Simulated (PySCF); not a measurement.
A species of formula C4H13AsGe has this rotational fingerprint, computed with PBE0-D3(BJ)/def2-SVP geometry optimisation, gas phase in PySCF 2.14.0:

* Rotational constants: A = 2586, B = 834.8, C = 744.4 MHz
* Dipole components: |μa| = 0.99 D, |μb| = 0.09 D, |μc| = 0.33 D
* Inertial defect: -121.88 u·Å²
* κ: -0.90

Task: Which candidate fits, each taken in the one conformer that was computed?
A. `[CH3:1][C:2]([CH3:3])([CH3:4])[GeH2:5][AsH2:6]` with C2–Ge5–As6–H -80° and -173°
B. `[CH3:1][CH2:2][CH2:3][GeH2:4][AsH:5][CH3:6]` with C1–C2–C3–Ge4 63°, C2–C3–Ge4–As5 -80°, C3–Ge4–As5–C6 -176°
C. `CC(C)(C)[AsH][GeH3]`

Result: A. It is C[C](C)(C)[GeH2][AsH2], a near-prolate asymmetric top. The candidates at the same level (rigid rotor, commonest isotopes):

| SMILES | A (MHz) | B (MHz) | C (MHz) | μa (D) | μb (D) | μc (D) | Δ (u·Å²) | point group | rotor |
| --- | --- | --- | --- | --- | --- | --- | --- | --- | --- |
| CC(C)(C)[AsH][GeH3] | 2386 | 900.9 | 776.2 | 0.94 | 0.87 | 0.30 | -121.68 | C1 | asymmetric top |
| C[C](C)(C)[GeH2][AsH2] | 2586 | 834.8 | 744.4 | 0.99 | 0.09 | 0.33 | -121.88 | – | near-prolate asymmetric top |
| CC[CH2][GeH2][AsH]C | 2351 | 874.6 | 689.4 | 0.38 | 0.21 | 0.34 | -59.74 | C1 | asymmetric top |

`CC[CH2][GeH2][AsH]C` has A 9 % too low; `CC(C)(C)[AsH][GeH3]` has B 8 % too high. No structure here is proved a minimum.
